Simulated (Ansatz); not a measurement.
Reaction (β-hydride elimination): `C[NH][GeH2][F]` → `[F][GeH3]` + `C=N`

Computed with Ansatz on PBE0-D4/def2-TZVP structures; ΔE is electronic, products minus reactants. CCSD(T)/CBS is the MP2 limit (def2-TZVPP, def2-QZVPP) plus CCSD(T) − MP2 in def2-TZVPP, frozen cores. This one scheme is used for every species. For Ge outer-core shells are correlated without core-valence functions, which leaves a few kJ/mol of doubt a bond. Scalar relativity is left out up to krypton. One conformer a species, not always the lowest.

```
         species  HF/def2-QZVPP energy (Eh)
`C[NH][GeH2][F]`                -2270.79614
     `[F][GeH3]`                -2176.67285
           `C=N`                  -94.07628
```

Problem. Work out ΔE.

Solution. ΔE = (-2176.67285) + (-94.07628) − (-2270.79614) = 0.04701 Eh = +123.4 kJ/mol. CCSD(T)/CBS gives +150.6 kJ/mol.

Largest T1 diagnostic among the species: 0.012.

From PBE to PBE0 (25 % exact exchange), in def2-TZVPP and without D4, ΔE moves by +12.6 kJ/mol. In def2-TZVPP, CCSD(T) changes the Hartree–Fock value by +20.2 kJ/mol (the triples alone add +0.1 kJ/mol) and MP2 by +34.9 kJ/mol.
